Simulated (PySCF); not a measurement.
**Hf: interval between two levels**

Hf [Xe] 4f14 5d2 6s2 [3F4, M_J = 4] → Hf [Xe] 4f14 5d4 [5D4, M_J = 4], as a difference of total energies. All numbers are calculated (PySCF 2.14, the two-component X2C-1e Hamiltonian, in x2c-TZVPall-2c with one added diffuse shell each of s, p, d type (12s12p11d2f, 117 functions)). Correlated levels: [Kr] 4d10 4f14 frozen; the 34 highest virtual spinors dropped. "Screened" scales the spin-orbit matrix elements by Boettger's factors to mimic the two-electron term; Breit and QED terms are absent.

| method | interval between two levels (cm⁻¹) |
| --- | --- |
| GHF (screened spin-orbit) | 34105 |
| GMP2 (screened spin-orbit) | 39254 |

The labels give the starting determinants; with spin-orbit coupling the two ends relaxed to ⟨J²⟩ = 20.17, ⟨L²⟩ = 12.35, ⟨S²⟩ = 2.12 and ⟨J²⟩ = 20.02, ⟨L²⟩ = 6.22, ⟨S²⟩ = 6.07.
